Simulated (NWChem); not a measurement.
Molecule: C3H8N2Si; SMILES C1([Si@@H](NC1)N)=C

```xyz
14

C      1.3816     1.9237    -0.0462
C      0.3879     1.0405     0.0345
C     -1.1024     1.2275    -0.2362
N     -1.4898    -0.1695    -0.0549
Si     0.0606    -0.7806     0.4236
N      0.7135    -2.0827    -0.4792
H      2.4161     1.6398     0.1728
H      1.2142     2.9697    -0.3334
H     -1.5679     1.9244     0.4896
H     -1.3100     1.6209    -1.2519
H     -2.4542    -0.4679    -0.0821
H      0.2779    -1.2215     1.8393
H      0.7636    -2.0934    -1.4903
H      1.2443    -2.8284    -0.0487
```
Atoms are numbered in this order, from 1.

Results from NWChem. Medium grid unless said otherwise, to which SCAN and Minnesota functionals are sensitive. Coordinates come from a PBE0/def2-SVP optimisation.

**Question.** Among these, which level gives the highest value of “highest occupied level (eV)”?
A) CAM-B3LYP/def2-SVP
B) TPSSh/def2-SVP
C) PBE/def2-SVP
D) B3LYP/def2-SVP

**Answer.** C, PBE/def2-SVP. Values: CAM-B3LYP/def2-SVP -7.75; B3LYP/def2-SVP -6.14; TPSSh/def2-SVP -5.68; PBE/def2-SVP -5.01
